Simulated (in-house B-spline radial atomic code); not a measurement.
Configurations of Kr+, with energies counted from [Ar] 3d10 4s2 4p5. Method: scalar-relativistic (X2C) wB97X, spin-polarised, spherical fractional occupations, exact exchange averaged over the configuration, Fermi nucleus of rms radius 4.1884 fm. Calculated with a B-spline radial code for spherical atoms. Shells without spins written out take the highest spin.

Occupations are held fixed; configurations that lie above the ionisation limit could autoionise.

```json
{"configuration": "[Ar] 3d9 4s2 4p6", "E - E(ref) (eV)": "79.462", "highest orbital": "4p down", "its <r> (bohr)": "1.741"}
{"configuration": "[Ar] 3d9 4s2 4p5 4d1", "E - E(ref) (eV)": "97.28", "highest orbital": "4d up", "its <r> (bohr)": "2.981"}
```

Problem. Order these further configurations by energy, lowest first.
A. [Ar] 3d10 4s2 4p4 5s1
B. [Ar] 3d9 4s2 4p5 5s1
C. [Ar] 3d10 4s2 4p4 5p1

Solution. A (14.372 eV), C (16.987 eV), B (96.155 eV).
